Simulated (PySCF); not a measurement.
Compound: C6H9NO2.
Atom-mapped SMILES: `[CH3:1][O:2][C:3](/[CH:4]=[CH:5]\[CH:6]=[O:7])=[CH:8]/[NH2:9]` (hydrogens: H10, H11, H12 on C1; H13 on C4; H14 on C5; H15 on C6; H16 on C8; H17, H18 on N9)

Computed by this run: PySCF 2.14.0, HF/def2-SV(P) geometry optimisation, gas phase; density fitting; the optimiser is geomeTRIC in internal coordinates, started from a GFN2-xTB structure.

Step 2: E = -11869.3375 eV
```
atom  x, y, z in Å  |  force x, y, z in eV/Å
C1      2.2652   -0.4756    0.0926    0.021  -0.047   0.070
O2      1.0817    0.1607   -0.2544    0.082  -0.331   0.133
C3     -0.1184   -0.3268    0.1568   -0.158   0.079   0.043
C4     -1.2538    0.4932   -0.2699    0.177   0.012   0.090
C5     -1.2484    1.6262   -0.9755   -0.071   0.461  -0.286
C6     -0.0911    2.3431   -1.5739    0.561  -0.025   0.241
O7     -0.1706    3.4242   -2.0621   -0.456  -0.014  -0.051
C8     -0.2631   -1.4232    0.9105    0.055  -0.064   0.013
N9     -1.4418   -2.0268    1.3297    0.031  -0.133  -0.073
H10     3.0744    0.0822   -0.3744   -0.006   0.021  -0.009
H11     2.2918   -1.5076   -0.2709    0.000   0.019  -0.015
H12     2.4171   -0.4753    1.1773   -0.001  -0.006  -0.021
H13    -2.2223    0.1520    0.0719    0.012   0.010  -0.025
H14    -2.1868    2.1440   -1.1372   -0.087  -0.086  -0.023
H15     0.8782    1.8432   -1.5196   -0.137   0.010  -0.137
H16     0.6148   -1.9766    1.2118   -0.012   0.009  -0.011
H17    -1.3581   -2.5574    2.1734   -0.023   0.036   0.037
H18    -2.2864   -1.4941    1.3007    0.012   0.048   0.026
```

Step 3: E = -11869.3655 eV
```
atom  x, y, z in Å  |  force x, y, z in eV/Å
C1      2.2852   -0.5173    0.1170    0.010  -0.017   0.043
O2      1.1163    0.1387   -0.2431    0.007  -0.081  -0.033
C3     -0.0961   -0.3273    0.1558   -0.094   0.075   0.043
C4     -1.2276    0.4981   -0.2745    0.165   0.050   0.063
C5     -1.2515    1.6331   -0.9801   -0.044   0.341  -0.226
C6     -0.1305    2.3884   -1.5993    0.367  -0.012   0.290
O7     -0.2679    3.4669   -2.0815   -0.313  -0.115  -0.030
C8     -0.2559   -1.4220    0.9097   -0.016  -0.064   0.017
N9     -1.4432   -2.0134    1.3218    0.033  -0.136  -0.061
H10     3.1083    0.0264   -0.3423   -0.010   0.018  -0.006
H11     2.2980   -1.5499   -0.2456    0.003   0.016  -0.017
H12     2.4259   -0.5185    1.2030   -0.001  -0.005  -0.015
H13    -2.1922    0.1500    0.0712    0.012   0.012  -0.025
H14    -2.2059    2.1259   -1.1260   -0.073  -0.084  -0.022
H15     0.8572    1.9249   -1.5697   -0.018  -0.076  -0.076
H16     0.6146   -1.9837    1.2166   -0.023   0.009  -0.011
H17    -1.3704   -2.5437    2.1667   -0.023   0.036   0.035
H18    -2.2817   -1.4713    1.2872    0.018   0.034   0.032
```

Step 4: E = -11869.2828 eV
```
atom  x, y, z in Å  |  force x, y, z in eV/Å
C1      2.2797   -0.5191    0.1057    0.015   0.000   0.009
O2      1.1079    0.1468   -0.2250    0.132  -0.145   0.078
C3     -0.1035   -0.3145    0.1814   -0.232   0.123  -0.008
C4     -1.2134    0.5295   -0.2671   -0.432  -0.058   0.086
C5     -1.2349    1.6562   -0.9893    0.680  -0.965   0.644
C6     -0.0809    2.3901   -1.5595   -1.545   0.037  -0.415
O7     -0.3636    3.4044   -2.1100    1.075   0.684  -0.368
C8     -0.2755   -1.4220    0.9182    0.296   0.009  -0.015
N9     -1.4486   -2.0394    1.3333   -0.090   0.083  -0.134
H10     3.0952    0.0412   -0.3476    0.016  -0.002   0.009
H11     2.2902   -1.5394   -0.2894   -0.007  -0.003   0.000
H12     2.4330   -0.5518    1.1891   -0.003  -0.004  -0.005
H13    -2.1866    0.1823    0.0520   -0.063  -0.095   0.019
H14    -2.1930    2.1213   -1.1971    0.162   0.026   0.008
H15     0.9252    1.9660   -1.5247   -0.031   0.244   0.089
H16     0.5974   -1.9845    1.2137    0.062  -0.006  -0.033
H17    -1.3584   -2.5648    2.1798    0.008   0.027   0.032
H18    -2.2876   -1.4969    1.3235   -0.045   0.046   0.004
```

Step 5: E = -11869.3506 eV
```
atom  x, y, z in Å  |  force x, y, z in eV/Å
C1      2.2830   -0.5164    0.1140    0.008  -0.009   0.018
O2      1.1108    0.1383   -0.2374    0.095  -0.133   0.016
C3     -0.1012   -0.3270    0.1632   -0.166   0.116   0.012
C4     -1.2167    0.5127   -0.2789   -0.235  -0.014   0.120
C5     -1.2397    1.6464   -0.9891    0.390  -0.519   0.202
C6     -0.1026    2.3832   -1.5914   -0.766   0.218   0.159
O7     -0.3272    3.4457   -2.0741    0.541   0.269  -0.315
C8     -0.2689   -1.4253    0.9139    0.154  -0.003  -0.021
N9     -1.4476   -2.0299    1.3320   -0.029  -0.005  -0.131
H10     3.1005    0.0348   -0.3468    0.006   0.004   0.004
H11     2.2979   -1.5458   -0.2565    0.001   0.003  -0.010
H12     2.4297   -0.5240    1.1989   -0.005  -0.006  -0.003
H13    -2.1862    0.1706    0.0571   -0.041  -0.046   0.022
H14    -2.1950    2.1347   -1.1497    0.073  -0.038  -0.043
H15     0.8961    1.9414   -1.5701   -0.045   0.074  -0.060
H16     0.6028   -1.9858    1.2172    0.037   0.003  -0.018
H17    -1.3650   -2.5578    2.1778   -0.003   0.042   0.029
H18    -2.2881   -1.4904    1.3070   -0.015   0.043   0.018
```

**Question.** Estimate the geometry and energy of step 6. (The exact step hangs on the optimiser's Hessian estimate; all steps are aligned on step 5, rigid shifts and turns removed.)

**Answer.** E = -11869.3731 eV, largest force 0.399 eV/Å
```
atom  x, y, z in Å  |  force x, y, z in eV/Å
C1      2.2873   -0.5233    0.1181    0.002  -0.002   0.012
O2      1.1176    0.1352   -0.2348    0.040  -0.071  -0.018
C3     -0.0967   -0.3266    0.1638   -0.079   0.089   0.024
C4     -1.2160    0.5092   -0.2754   -0.093   0.011   0.085
C5     -1.2428    1.6427   -0.9854    0.198  -0.196   0.071
C6     -0.1187    2.3947   -1.5951   -0.355   0.153   0.101
O7     -0.3205    3.4585   -2.0875    0.238   0.035  -0.131
C8     -0.2633   -1.4250    0.9134    0.070  -0.011  -0.013
N9     -1.4473   -2.0227    1.3261   -0.016  -0.046  -0.095
H10     3.1072    0.0258   -0.3410    0.002   0.004   0.005
H11     2.2997   -1.5525   -0.2533    0.002   0.002  -0.010
H12     2.4323   -0.5323    1.2032   -0.004  -0.006  -0.001
H13    -2.1841    0.1633    0.0621   -0.018  -0.023  -0.001
H14    -2.2021    2.1232   -1.1427    0.020  -0.033  -0.035
H15     0.8788    1.9509   -1.5729   -0.015   0.027  -0.034
H16     0.6067   -1.9878    1.2178    0.018   0.001  -0.015
H17    -1.3714   -2.5508    2.1724   -0.009   0.038   0.029
H18    -2.2841   -1.4771    1.2982   -0.001   0.028   0.025
```

The energy changes by -0.0225 eV. The first-order estimate −F·Δx gives -0.0318 eV and the mean of the old and new forces, exact on a quadratic surface, -0.0226 eV. The step makes an angle of 62° with the force vector and moves no atom by more than 0.020 Å.

The cost below is that of the whole optimisation. On one thread of an Arm Neoverse N1, shared host with 64 logical CPUs at a one-minute load of 56, this took 1.9 min of wall time and 0.59 GiB of memory at its peak.
